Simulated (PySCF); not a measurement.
Vertical excitations of a molecule CH8FNSi2 from TDA-LC-ωPBE/def2-SVPD (PySCF 2.14.0), as energy in eV (oscillator strength): 7.12 (0.000), 7.84 (0.012), 8.07 (0.068), 8.23 (0.045), 8.52 (0.049), 8.83 (0.063), 8.96 (0.010), 9.00 (0.023), 9.05 (0.024), 9.35 (0.045). Lowest triplet (TDA): 6.70 eV. The structure is a stationary point at B3LYP-D3(BJ)/def2-SVP. Other conformers were not sampled.

Which molecule gave these data?
(A) C[Si@@H](F)[SiH2]N
(B) N[Si@H]([SiH3])CF
(C) CN([SiH3])[SiH2]F
(D) CN[SiH2][SiH2]F

C, CN([SiH3])[SiH2]F
